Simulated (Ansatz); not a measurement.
Consider the cleavage of the B–Al bond: `[CH3][Al]([CH3])[BH][SiH3]` + H–F → `FB[SiH3]` + `[CH3][AlH][CH3]`.

Computed with Ansatz on PBE0-D4/def2-TZVP structures; ΔE is electronic, products minus reactants. CCSD(T)/CBS is the MP2 limit (def2-TZVPP, def2-QZVPP) plus CCSD(T) − MP2 in def2-TZVPP, frozen cores. This one scheme is used for every species. DFT in def2-TZVPP. B3LYP here is the variant with VWN-RPA as its local correlation; programs differ in this. One conformer a species, not always the lowest.

```tsv
level	ΔE (kJ/mol)	difference from CCSD(T)/CBS
PBE-D4	-144.8	2.7
r2SCAN-D4	-155.4	-7.9
PBE0-D4	-145.3	2.2
B3LYP-D4	-159.7	-12.2
ωB97X-V	-159.9	-12.4
ωB97M-V	-161.5	-14.0
B2PLYP	-165.1	-17.6
PBE	-150.2	-2.7
r2SCAN	-157.4	-9.9
PBE0	-150.5	-3.0
B3LYP	-168.1	-20.6
HF/def2-TZVPP	-178.6	-31.1
MP2/def2-TZVPP	-155.2	-7.7
SCS-MP2/def2-TZVPP	-160.8	-13.3
CCSD/def2-TZVPP	-154.3	-6.8
CCSD(T)/def2-TZVPP	-152.0	-4.5
HF/def2-QZVPP	-179.1	-31.6
MP2/def2-QZVPP	-152.8	-5.3
SCS-MP2/def2-QZVPP	-158.4	-10.9
HF/CBS(def2)	-179.2	-31.7
MP2/CBS(def2)	-150.7	-3.2
CCSD/CBS(def2)	-149.8	-2.3
CCSD(T)/CBS	-147.5	0
```

Largest T1 diagnostic among the species: 0.014.

In def2-TZVPP, CCSD(T) changes the Hartree–Fock value by +26.6 kJ/mol (the triples alone add +2.3 kJ/mol) and MP2 by +23.4 kJ/mol. The D4 term adds +8.4 kJ/mol with B3LYP and +5.1 kJ/mol with PBE0; it sums over pairs of atoms, weighted by their polarisabilities, and B3LYP, whose exchange is more repulsive, gets the larger term.
